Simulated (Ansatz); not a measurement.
Species: CdCl2, net charge 0, singlet state. 
Structure (B3LYP-D3(BJ)/def2-TZVP (Ansatz, a program for electronic structure) minimum search):
```xyz
3

Cd     0.0000     0.0000     0.0000
Cl     0.0000     0.0000    -2.2851
Cl     0.0000     0.0000     2.2851
```
Charge 0, spin multiplicity 1.

Basis-set convergence of Hartree-Fock and CCSD(T) correlation energies (hartree) with Ansatz. Correlated levels leave the core frozen unless marked. No spin-orbit coupling. The frozen core is the preceding noble-gas configuration, with the filled d and f shells of earlier blocks. In def2 rows, elements after Kr have scalar-relativistic effective core potentials.

```json
[
 {"basis": "def2-SVP", "functions": "67", "E(HF)": "-1085.64684", "E(corr, CCSD(T))": "-0.55915"},
 {"basis": "def2-TZVPP", "functions": "140", "E(HF)": "?", "E(corr, CCSD(T))": "?"}
]
```

Problem. Fill in the missing entries.

Solution. 
- def2-TZVPP, E(HF): -1086.00118
- def2-TZVPP, E(corr, CCSD(T)): -0.84047
